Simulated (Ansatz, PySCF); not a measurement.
Molecule: sum formula NaOH, charge 0, multiplicity 1. 
Structure (B3LYP-D3(BJ)/def2-TZVP (Ansatz, an electronic-structure program) minimum search):
SMILES: [OH][Na]
```xyz
3

Na     0.0000     0.0000    -0.9172
O      0.0000     0.0000     1.0150
H      0.0000     0.0000     1.9692
```

Quantity: vertical ionisation energy (to the doublet state of charge +1; each state is the SCF solution reached for its spin), in eV. Cores are frozen in the correlated levels unless marked. Open shells are spin-unrestricted. No spin-orbit coupling. Non-relativistic. CBS(X,Y): correlation extrapolated as X^-3; Hartree-Fock from the larger set.

| level | program | vertical ionisation energy (eV) |
|---|---|---|
| SVWN5/def2-TZVPD | Ansatz | 8.73 |
| PBE/def2-TZVPD | Ansatz | 8.30 |
| r2SCAN/def2-TZVPD | Ansatz | 7.99 |
| B3LYP/def2-TZVPD | Ansatz | 8.21 |
| PBE0/def2-TZVPD | Ansatz | 7.98 |
| BHLYP/def2-TZVPD | Ansatz | 7.70 |
| CAM-B3LYP/def2-TZVPD | Ansatz | 8.20 |
| wB97M-V/def2-TZVPD | Ansatz | 8.10 |
| wB97X-V/def2-TZVPD | Ansatz | 8.08 |
| CCSD/def2-SVPD | Ansatz | 7.80 |
| CCSD/def2-TZVPPD | Ansatz | 7.84 |
| CCSD/def2-QZVPPD | Ansatz | 7.90 |
| CCSD/CBS(def2-TZVPPD,def2-QZVPPD) | Ansatz | 7.94 |
| CCSD(T)/def2-SVPD | Ansatz | 7.90 |
| CCSD(T)/def2-TZVPPD | Ansatz | 7.98 |
| CCSD(T)/def2-QZVPPD | Ansatz | 8.05 |
| CCSD(T)/CBS(def2-TZVPPD,def2-QZVPPD) | Ansatz | 8.10 |

For comparison, minus the highest occupied orbital energy (PySCF): 4.39 eV at TPSSh/def2-TZVPD, 6.93 eV at M06-2X/def2-TZVPD, 9.22 eV at HF/def2-TZVPD.
